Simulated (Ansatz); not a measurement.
`NBOCN` and `NBO[SiH2]Cl` differ in one atom or group.

Ansatz, PBE0-D4/def2-TZVP geometries, multiplicity 1. Each molecule was computed in one conformer, which needn't be the lowest.

| property | `NBOCN` |
| --- | --- |
| HOMO–LUMO gap (PBE/def2-TZVPP) / eV | 5.99 |
| LUMO energy (ωB97M-V/def2-TZVPP) / eV | 2.54 |
| HOMO–LUMO gap (ωB97M-V/def2-TZVPP) / eV | 12.15 |
| HOMO–LUMO gap (PBE0/def2-TZVPP) / eV | 8.35 |
| LUMO energy (PBE0/def2-TZVPP) / eV | 1.17 |
| size of the dipole moment (B3LYP/def2-TZVPP) / D | 0.71 |

(1) Give the same properties after the change, and the shifts. (An estimate is asked.)

## Answers

(1) The calculation gave: 
```tsv
property	`NBO[SiH2]Cl`	shift
HOMO–LUMO gap (PBE/def2-TZVPP) / eV	6.59	0.60
LUMO energy (ωB97M-V/def2-TZVPP) / eV	2.21	-0.33
HOMO–LUMO gap (ωB97M-V/def2-TZVPP) / eV	12.85	0.70
HOMO–LUMO gap (PBE0/def2-TZVPP) / eV	8.90	0.55
LUMO energy (PBE0/def2-TZVPP) / eV	0.65	-0.52
size of the dipole moment (B3LYP/def2-TZVPP) / D	2.28	1.57
```

With PBE0 the HOMO falls by 1.09 eV and the LUMO falls by 0.52 eV, so the gap widens by about 0.57 eV. PBE moves the HOMO by -1.19 eV and ωB97M-V by -1.03 eV. The zero-point energy changes by -94.8 kJ/mol with -6 modes. Dipoles are sizes alone; their direction can turn.

B3LYP here is the variant with VWN-RPA as its local correlation; programs differ in this.
